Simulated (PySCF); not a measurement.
**Converging MgSn in the basis (PBE)**

PySCF, UKS reference; triplet, unpaired electrons π ↑↑; De to Mg + Sn without counterpoise correction.

| basis | relativity | functions | Re (Å) | ωe (cm⁻¹) | De (eV) | μ (D) |
| --- | --- | --- | --- | --- | --- | --- |
| cc-pVDZ/cc-pVDZ-PP | scalar-relativistic core potentials | 41 | 2.777 | 223 | 1.02 | -2.65 |
| def2-SVP | scalar-relativistic core potentials | 44 | 2.779 | 221 | 1.02 | -2.67 |
| aug-cc-pVDZ/aug-cc-pVDZ-PP | scalar-relativistic core potentials | 59 | 2.777 | 222 | 1.02 | -2.72 |

(1) How does each smaller set differ from the one with most functions, aug-cc-pVDZ/aug-cc-pVDZ-PP?

A positive dipole means Mg(−)Sn(+). Spin–orbit coupling is left out, which matters for elements this heavy, above all for dissociation energies. The state was picked by a PBE0 search and need not be the measured ground state.

Answers

(1) cc-pVDZ/cc-pVDZ-PP: +0.0 pm, +0.5 % in ωe, +0.00 eV in De; def2-SVP: +0.2 pm, -0.5 % in ωe, +0.00 eV in De. All at PBE; the set with most functions is neither the basis-set limit nor always the best.
